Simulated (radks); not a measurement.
Results of a calculation; reference values are marked as such.
Spherical jellium clusters: N electrons in a uniform positive sphere of charge N and radius rs N^(1/3), rs = 5.76 bohr. Level of theory: non-relativistic Kohn-Sham, LDA (Slater exchange, Perdew-Wang correlation), spin-polarised, spherical densities (a radial shooting solver with Libxc functionals). Levels are named by radial order and angular momentum (1s, 1p, 1d, 2s, ...), and open shells are averaged over m.

N = 7, configuration 1s2 1p(up 3, down 2). This is the lowest configuration that the search found. Occupied and some empty levels:

level,occupation,eigenvalue (eV),<r> (bohr)
1s up,1,-3.0648,7.384
1s down,1,-2.9461,7.408
1p up,3,-2.4188,8.665
1p down,2,-2.3041,8.743
1d up,0,-1.5898,9.831
1d down,0,-1.4900,9.948
2s up,0,-1.1662,9.334
2s down,0,-1.1014,9.456
1f up,0,-0.67081,11.22
1f down,0,-0.59340,11.40

Energy (eV): total -11.7643, kinetic 6.4001, external -144.34, Hartree 72.012, exchange-correlation -18.446, background 72.607.
